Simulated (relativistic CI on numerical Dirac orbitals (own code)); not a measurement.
Hyperfine structure of Tl63+, mass number 205

Method of calculation: Dirac-Coulomb-Breit CI, KLI orbitals optimised for each configuration, QED by a radiative potential, unscaled Slater integrals (own radial code, finite nucleus).

Configuration list (outside the closed core [Ne]): 3s2 3p6, 3s2 3p5 3d, 3s 3p6 3d, 3s2 3p5 4s, 3s2 3p5 4p, 3s2 3p5 4d, 3s 3p6 4s, 3s2 3p5 4f, 3p6 3d2, 3p5 3d3, 3p5 3d2 4s, 3p5 3d2 4p, 3p5 3d2 4d, 3p6 3d 4s, 3p5 3d 4s2, 3p5 3d 4s 4p, 3p5 3d 4s 4d. Double excitations out of closed p, d and f shells are left out; levels of such configurations are missing from the list, as are those of other unlisted configurations, and high levels can miss mixing partners. These lack a partner that the ground configuration has and come out too high: 3s2 3p5 4f.

Nuclear spin I = 1/2, μ = 1.632 μN (tables of Stone and Pyykkö). The electronic factors are computed for point nuclear moments, without core polarisation or the Bohr-Weisskopf and QED corrections.

```json
{"Level": "3s2 3p5 3d 3P°_1", "E (Ry)": "20.6089", "A (GHz)": "677.9"}
{"Level": "3s2 3p5 3d 3F°_3", "E (Ry)": "20.8775", "A (GHz)": "720.2"}
{"Level": "3s2 3p5 3d 3D°_2", "E (Ry)": "21.2413", "A (GHz)": "721.4"}
{"Level": "3s2 3p5 3d 3F°_4", "E (Ry)": "29.0520", "A (GHz)": "474.1"}
{"Level": "3s2 3p5 3d 3D°_3", "E (Ry)": "30.4497", "A (GHz)": "413.4"}
{"Level": "3s2 3p5 3d 1P°_1", "E (Ry)": "32.9124", "A (GHz)": "-325.8"}
{"Level": "3s2 3p5 3d 3F°_2", "E (Ry)": "59.8874", "A (GHz)": "2832"}
{"Level": "3s 3p6 3d 3D_1", "E (Ry)": "78.5931", "A (GHz)": "-6802"}
```

Levels with J = 0, under 50 % of one LS term, or S terms without an open s electron are left out. Small factors come from cancelling terms and can be off by tens of per cent or more.

At this charge energies of transitions that change n are usually good to better than 1 %, and those within a shell (Δn = 0) to a few per cent.

(1) Give the hyperfine levels of 3s2 3p5 3d 3F°_2 relative to its centre of gravity.

Results:

(1) With K = F(F + 1) − I(I + 1) − J(J + 1), E = AK/2: F = 3/2: -4248, F = 5/2: 2832 GHz.

LS names give the leading component of a level, which can be under half, so a name can repeat, a term be missing and a line seem to break the LS rules.
